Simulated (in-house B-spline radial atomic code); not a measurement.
The numbers below are computed, except where a source is named.
He ion on Sb atom: potential, deflection and energy transfer

The pair potential comes from two frozen, spherical free-atom densities (PBE, B-spline radial code, scalar-relativistic past argon): electrostatics plus the change in Thomas-Fermi kinetic and Dirac exchange energy where they overlap, the recipe behind the universal ZBL potential, which averages such potentials (from solid-state densities) over many pairs. It is written V = (Z1 Z2 e²/r) φ(r/a), with e² = 14.3996 eV·Å and a = 0.46850 Å/(Z1^0.23 + Z2^0.23); ZBL's fit is φ = 0.18175 e^(−3.1998x) + 0.50986 e^(−0.94229x) + 0.28022 e^(−0.4029x) + 0.02817 e^(−0.20162x). Where φ falls below 4e-4 it is continued as an exponential.

Masses 4.0 and 121.76 u.

```csv
x = r/a,"φ, this pair","φ, ZBL"
0.1,0.8747,0.8928
0.5,0.5896,0.6096
1.5,0.2898,0.2995
3,0.1304,0.1292
5,0.05245,0.05224
8,0.01641,0.01705
12,0.004256,0.00474
17,0.0009255,0.001212
```

(1) At x = 2 the electrostatic, kinetic and exchange parts are 632.4, 680.45 and -50.41 eV. Find r, V and φ.

(2) The ion comes in at 1.18 keV with impact parameter 0.0643 Å. The scattering integral gives a centre-of-mass angle of 139.7° and a closest approach of 2.154 a. What are the reduced energy, the energy passed on and the laboratory angles?

## Answers

(1) a = 0.46850/(1.1728 + 2.4703) = 0.12860 Å, so r = 0.25720 Å. V = 632.4 + 680.45 + (-50.41) = 1262.44 eV. The bare repulsion is 2 × 51 × 14.3996/0.25720 = 5710.6 eV, so φ = 0.2211, -0.3 % against ZBL's 0.2218. The kinetic (Pauli) term is 54 % of V here.

(2) ε = E a M2/(Z1 Z2 e² (M1 + M2)) = 1180 × 8.4772e-05 = 0.1. The most that one collision can pass on is γE with γ = 4 M1 M2/(M1 + M2)² = 0.1232. Here T = γE sin²(θ/2) = 0.1232 × 1180 × 0.8814 = 128.1 eV. The ion turns by arctan(sin θ/(cos θ + M1/M2)) = 138.5° (second quadrant: it bounces back), and the struck atom leaves at (180° − θ)/2 = 20.1°. The closest approach is 0.277 Å. With ZBL the angle would be 139.86° and T = 128.2 eV.
